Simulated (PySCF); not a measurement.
Compound: C4H5B.
Bonds: B1–C2, C2–C3 (double), C2–C4, C4–C5 (triple). Hydrogens: H6, H7 on B1; H8, H9 on C3; H10 on C5.

Level of theory: PBE0-D3(BJ)/def2-SVP geometry optimisation, gas phase in PySCF.

**Question.** Give the optimised bond lengths and angles.

**Answer.** 
```csv
bond,length (pm)
B1–C2,155.4
C2=C3,135.6
C2–C4,143.1
C4≡C5,121.4
"B1–H6, B1–H7",120.8
C3–H8,109.3
C3–H9,109.5
C5–H10,107.4
```

Bonds in one row agree within 1 pm and their mean is given. A selection of angles:
```csv
angle,degrees
C2–B1–H6,118.4
C2–B1–H7,121.3
H6–B1–H7,120.2
B1–C2–C3,118.7
B1–C2–C4,120.6
C3–C2–C4,120.7
C2–C3–H8,120.1
C2–C3–H9,122.4
H8–C3–H9,117.6
C2–C4–C5,178.4
C4–C5–H10,179.9
```

The 3 C–C bonds span 1.214 Å (C4≡C5, drawn triple) to 1.431 Å (C2–C4, drawn single), a spread of 0.217 Å. Of the pairs four or more bonds apart, H6···H8 is among the closest relative to their van der Waals radii: 2.45 Å, 102 % of the sum of Bondi's values. B1 (three-coordinate boron) is planar (angles 121.3°, 120.2° and 118.4°, sum 360.0°, 0.00 Å off the plane of its three neighbours). The 5 heavy atoms lie in one plane (0.002 Å rms).

Not checked by PBE0-D3(BJ)/def2-SVP frequencies.
